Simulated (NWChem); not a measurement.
Species: P2H3, doublet; SMILES P[PH]

All runs: NWChem. Spin-unrestricted. No stability test was run on the SCF state. Each level has its own optimisation; frequencies are unscaled. Brackets give each atom's bonded neighbours.

For level UHF/STO-3G:

- r H–P [H(P)–P(HP)] (Å): 1.389
- highest harmonic frequency (cm⁻¹): 3069
- lowest (cm⁻¹): 249
- zero-point energy (kcal/mol): 20.7
- dipole (D): 0.53

Question: What are these values for level PBE-D3(BJ)/def2-SVP?

Answer: 
* **r H–P [H(P)–P(HP)] (Å)**: 1.447
* **highest harmonic frequency (cm⁻¹)**: 2341
* **lowest (cm⁻¹)**: 308
* **zero-point energy (kcal/mol)**: 15.4
* **dipole (D)**: 1.04
